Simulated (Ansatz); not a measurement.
Cost and result up the ladder for SiHMe2(SiH3) (C₂H₁₀Si₂) (14 atoms). The state is a singlet with charge 0. Geometry: PBE-D4/def2-SVP.

```csv
atom,x (Å),y (Å),z (Å)
Si1,-0.448,0.157,-0.322
H2,-1.355,0.917,-1.260
C3,-0.100,-1.560,-1.049
H4,0.372,-1.484,-2.049
H5,-1.042,-2.137,-1.156
H6,0.582,-2.136,-0.391
C7,-1.288,0.017,1.373
H8,-1.518,1.019,1.788
H9,-0.634,-0.512,2.097
H10,-2.239,-0.547,1.292
Si11,1.567,1.364,-0.121
H12,2.213,1.593,-1.464
H13,2.548,0.601,0.736
H14,1.344,2.708,0.525
```

Ansatz on 4 threads of Intel Xeon on a shared host. Times are rough, and most runs start from the orbitals of an earlier one. ωB97M-V/def2-TZVP serves as the yardstick here, not as an exact answer. Differences are given only for rows in sets of like size (and for xTB, whose basis is part of the method), since another set adds its own error. Binding counts from free atoms at the same level (Si triplet, H doublet, C triplet; other spins of the atoms weren't run), without zero-point energy or a counterpoise term.

LC-ωPBE has ω = 0.4 bohr⁻¹. B3LYP takes the VWN-RPA correlation. Correlated methods freeze 12 core orbitals.

Correlated methods converge slowly with the basis.

| level | functions | binding energy per atom (eV) | difference from ωB97M-V/def2-TZVP (eV) |
| --- | --- | --- | --- |
| CCSD(T)/def2-TZVP | 196 | 3.41 | -0.13 |
| PBE0-D4/def2-SVP | 114 | 3.53 | – |
| PBE-D4/def2-TZVP (with forces) | 196 | 3.54 | 0.00 |
| LDA (SPW92)/def2-TZVP | 196 | 3.91 | 0.38 |
| LC-ωPBE/def2-TZVP | 196 | 3.51 | -0.03 |
| PBE0-D4/def2-TZVPD | 250 | 3.52 | -0.01 |
| ωB97M-V/def2-TZVP | 196 | 3.53 | 0.00 |
| PBE-D4/def2-SVP | 114 | 3.54 | – |
| PBE0-D4/def2-TZVP | 196 | 3.52 | -0.01 |
| B3LYP-D4/def2-TZVP | 196 | 3.54 | 0.00 |
| PBE-D4/def2-TZVPD | 250 | 3.54 | 0.00 |
| r2SCAN-D4/def2-TZVP | 196 | 3.54 | 0.00 |
| revPBE-D4/def2-TZVP | 196 | 3.49 | -0.05 |
| ωB97X-V/def2-TZVP | 196 | 3.55 | 0.02 |

Task: Estimate how long each takes.

Result: PBE0-D4/def2-SVP 2.7 s; PBE-D4/def2-SVP 2.9 s; LDA (SPW92)/def2-TZVP 3.2 s; revPBE-D4/def2-TZVP 4.7 s; PBE0-D4/def2-TZVP 5.5 s; PBE-D4/def2-TZVP (with forces) 5.5 s; B3LYP-D4/def2-TZVP 6 s; LC-ωPBE/def2-TZVP 7 s; PBE-D4/def2-TZVPD 8 s; r2SCAN-D4/def2-TZVP 8 s; PBE0-D4/def2-TZVPD 9 s; ωB97M-V/def2-TZVP 13 s; ωB97X-V/def2-TZVP 14 s; CCSD(T)/def2-TZVP 59 s. On shared hardware such times vary by a factor of up to 3.
